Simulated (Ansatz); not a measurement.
Coupled-cluster diagnostics for BeBr₂, Ansatz.

Geometry of the singlet (PBE0-D4/def2-TZVP):

```
atom   x (Å)   y (Å)   z (Å)
 Be1   0.000   0.000   0.000
 Br2   1.453   1.286  -0.211
 Br3  -1.453  -1.286   0.211
```

Correlated methods freeze 18 core orbitals; core or outer-core shells of Br are correlated, in sets that lack core-valence functions. In CCSD on the charge 1 doublet the largest single amplitude is 0.37, so its Hartree–Fock determinant may place the open shell otherwise than the density functionals do.

Problem. Estimate the CCSD(T) correlation energy, the shares of MP2 and (T), T1 and the reference's ⟨S²⟩ for: charge 0, singlet, own geometry in def2-TZVPP; charge 1, doublet, vertical in def2-TZVPP; and the rough time on 4 threads of Arm Neoverse V1 on a shared host.

Solution. 
| state | basis | correlation (eV) | MP2 share (%) | (T) share (%) | T1 | ⟨S²⟩ (pure) | wall time |
| --- | --- | --- | --- | --- | --- | --- | --- |
| charge 0, singlet, own geometry | def2-TZVPP | -17.459 | 94.6 | 3.1 | 0.006 | 0.00 (0.00) | 3 s |
| charge 1, doublet, vertical | def2-TZVPP | -16.727 | 92.9 | 3.4 | 0.044 | 0.76 (0.75) | 41 s |
Customary marks for T1 are 0.02 (closed shells), 0.045 (open shells) and about 0.05 (3d metals). T1 exceeds 0.02 in 1 of 2 rows and 0.045 in 0; the higher it lies, the less the single-reference result can be trusted.
